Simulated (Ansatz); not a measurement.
`CO[SiH](Cl)SC` + H₂O → `CO[SiH](O)Cl` + CH₃SH  (formal hydrolysis of the Si–S bond)

Calculated with Ansatz (gas phase, PBE0-D4/def2-TZVP geometries, no zero-point term in ΔE). CCSD(T)/CBS is the MP2 limit (def2-TZVPP, def2-QZVPP) plus CCSD(T) − MP2 in def2-TZVPP, frozen cores. This one scheme is used for every species. DFT in def2-TZVPP. B3LYP here is the variant with VWN-RPA as its local correlation; programs differ in this. Each species was taken in one conformer, which may not be the lowest.

```
             level  ΔE (kJ/mol)  difference from CCSD(T)/CBS
         r2SCAN-D4        -51.1                         -3.2
          B3LYP-D4        -51.6                         -3.7
           ωB97M-V        -53.1                         -5.2
            B2PLYP        -59.0                        -11.1
               PBE        -46.2                          1.7
              PBE0        -49.3                         -1.4
             B3LYP        -63.0                        -15.1
     HF/def2-TZVPP        -76.6                        -28.7
SCS-MP2/def2-TZVPP        -55.5                         -7.6
   CCSD/def2-TZVPP        -58.2                        -10.3
     HF/def2-QZVPP        -77.6                        -29.7
    MP2/def2-QZVPP        -45.4                          2.5
SCS-MP2/def2-QZVPP        -52.6                         -4.7
      HF/CBS(def2)        -77.8                        -29.9
     MP2/CBS(def2)        -42.5                          5.4
    CCSD/CBS(def2)        -52.4                         -4.5
       CCSD(T)/CBS        -47.9                            0
```

Largest T1 diagnostic among the species: 0.011.

In def2-TZVPP, CCSD(T) changes the Hartree–Fock value by +22.9 kJ/mol (the triples alone add +4.5 kJ/mol) and MP2 by +28.3 kJ/mol. The D4 term adds +11.5 kJ/mol with B3LYP and +6.5 kJ/mol with PBE0; it sums over pairs of atoms, weighted by their polarisabilities, and B3LYP, whose exchange is more repulsive, gets the larger term.
